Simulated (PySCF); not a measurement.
# PdH₅⁻: from structure and modes to constants

Method: PySCF, PBE0, basis Pd def2-TZVPD with ECP28, H def2-TZVPD (scalar-relativistic core potentials, no spin–orbit coupling, density fitting).

The singlet minimum has C2v symmetry. Masses (u): Pd 105.90348, H 1.00782.

```xyz
6
charge -1 multiplicity 1, angstrom
Pd    0.0000    0.0000    0.0129
H     0.4299    0.0000   -1.6609
H    -1.6349    0.0000    0.1957
H     0.0000    0.0000    1.5751
H     1.6349    0.0000    0.1957
H    -0.4299    0.0000   -1.6609
```

Harmonic wavenumbers (cm⁻¹): 478.9 (b2, ×1), 606.2 (a2, ×1), 620.5 (b1, ×1), 669.8 (a1, ×1), 672.4 (b2, ×1), 694.3 (b1, ×1), 1003.5 (a1, ×1), 1581.0 (b2, ×1), 1676.7 (b2, ×1), 1859.9 (a1, ×1), 2044.6 (a1, ×1), 2887.9 (a1, ×1).

Task: Find the principal moments of inertia and the rotational constants. What kind of rotor is it?

Result: About the centre of mass I = 5.7602, 8.1557, 13.916 u Å². With B = 16.8576/I this gives 2.927, 2.067, 1.211 cm⁻¹. The molecule is an asymmetric top with κ = 0.00.

Task: What is the harmonic zero-point energy?

Result: Half the sum of all 12 wavenumbers, 14796/2 = 7398 cm⁻¹, which is 88.5 kJ/mol (1 cm⁻¹ = 0.0119627 kJ/mol).

Task: Find the vibrational entropy and heat capacity at 298.15 K.

Result: With u = 1.43878 ω/T, each mode gives S = R[u/(eᵘ−1) − ln(1−e⁻ᵘ)] and C = R u² eᵘ/(eᵘ−1)².
```json
{"ω (cm⁻¹)": "478.9", "u": "2.311", "S (J/(mol K))": "2.98", "C (J/(mol K))": "5.43"}
{"ω (cm⁻¹)": "606.2", "u": "2.925", "S (J/(mol K))": "1.84", "C (J/(mol K))": "4.26"}
{"ω (cm⁻¹)": "620.5", "u": "2.994", "S (J/(mol K))": "1.74", "C (J/(mol K))": "4.14"}
{"ω (cm⁻¹)": "669.8", "u": "3.232", "S (J/(mol K))": "1.44", "C (J/(mol K))": "3.72"}
{"ω (cm⁻¹)": "672.4", "u": "3.245", "S (J/(mol K))": "1.42", "C (J/(mol K))": "3.69"}
{"ω (cm⁻¹)": "694.3", "u": "3.351", "S (J/(mol K))": "1.31", "C (J/(mol K))": "3.51"}
{"ω (cm⁻¹)": "1003.5", "u": "4.842", "S (J/(mol K))": "0.39", "C (J/(mol K))": "1.56"}
{"ω (cm⁻¹)": "1581.0", "u": "7.629", "S (J/(mol K))": "0.03", "C (J/(mol K))": "0.24"}
{"ω (cm⁻¹)": "1676.7", "u": "8.091", "S (J/(mol K))": "0.02", "C (J/(mol K))": "0.17"}
{"ω (cm⁻¹)": "1859.9", "u": "8.975", "S (J/(mol K))": "0.01", "C (J/(mol K))": "0.08"}
{"ω (cm⁻¹)": "2044.6", "u": "9.866", "S (J/(mol K))": "0.00", "C (J/(mol K))": "0.04"}
{"ω (cm⁻¹)": "2887.9", "u": "13.936", "S (J/(mol K))": "0.00", "C (J/(mol K))": "0.00"}
```
The sums over all modes are S = 11.2 and C = 26.8 J/(mol K); the softest mode gives 27 % of the entropy.

Task: Give the standard entropy (298.15 K, 1 bar) by its translational, rotational, vibrational and spin parts, and Cp.

Result: Sackur–Tetrode with M = 110.94 u gives 167.6; rotation with symmetry number 2 gives 69.7; vibration 11.2; spin R ln 1 = 0.0. The total is 248.5 J/(mol K), and Cp = 4 R + 26.8 = 60.1 J/(mol K).

Stability towards spin polarisation was not tested. Other isomers or separated fragments may lie lower. The lowest empty level of this anion is unbound, so it and the gap depend on the basis.
